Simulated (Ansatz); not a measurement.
A run of Ansatz (development build ahead of 0.2.0) on singlet C₁₀H₆ at this shape:

```tsv
atom	x (Å)	y (Å)	z (Å)
C	0.0000	1.4000	0.0000
C	1.2124	0.7000	0.0000
C	1.2124	-0.7000	0.0000
C	0.0000	-1.4000	0.0000
C	-1.2124	-0.7000	0.0000
C	-1.2124	0.7000	0.0000
C	2.4249	1.4000	0.0000
C	3.6373	0.7000	0.0000
C	3.6373	-0.7000	0.0000
C	2.4249	-1.4000	0.0000
H	0.0000	-2.4850	0.0000
H	-2.1521	-1.2425	0.0000
H	2.4249	2.4850	0.0000
H	4.5769	1.2425	0.0000
H	4.5769	-1.2425	0.0000
H	2.4249	-2.4850	0.0000
```

Its results:

| Quantity | Value |
| --- | --- |
| Converged | yes |
| Total energy | -384.17771 hartree |
| Spin squared of the determinant | 0.000 |
| Stability test | minimum among restricted orbitals |

Which input gives this output? Name the method, the orbitals and the basis set, and write the input.

PBE0 (restricted) in def2-TZVP. An unrestricted run that stays on the closed shell gives the same numbers.

```yaml
crystal:
  periodic: [false, false, false]
  atoms:
    - { symbol: C, position_ang: [0.0, 1.4, 0.0] }
    - { symbol: C, position_ang: [1.21244, 0.7, 0.0] }
    - { symbol: C, position_ang: [1.21244, -0.7, 0.0] }
    - { symbol: C, position_ang: [0.0, -1.4, 0.0] }
    - { symbol: C, position_ang: [-1.21244, -0.7, 0.0] }
    - { symbol: C, position_ang: [-1.21244, 0.7, 0.0] }
    - { symbol: C, position_ang: [2.42487, 1.4, 0.0] }
    - { symbol: C, position_ang: [3.63731, 0.7, 0.0] }
    - { symbol: C, position_ang: [3.63731, -0.7, 0.0] }
    - { symbol: C, position_ang: [2.42487, -1.4, 0.0] }
    - { symbol: H, position_ang: [0.0, -2.485, 0.0] }
    - { symbol: H, position_ang: [-2.15207, -1.2425, 0.0] }
    - { symbol: H, position_ang: [2.42487, 2.485, 0.0] }
    - { symbol: H, position_ang: [4.57694, 1.2425, 0.0] }
    - { symbol: H, position_ang: [4.57694, -1.2425, 0.0] }
    - { symbol: H, position_ang: [2.42487, -2.485, 0.0] }
basis:
  gaussian: { orbitals: def2-TZVP }
hamiltonian:
  xc: pbe0
```

Caution: an unrestricted determinant lies well below.
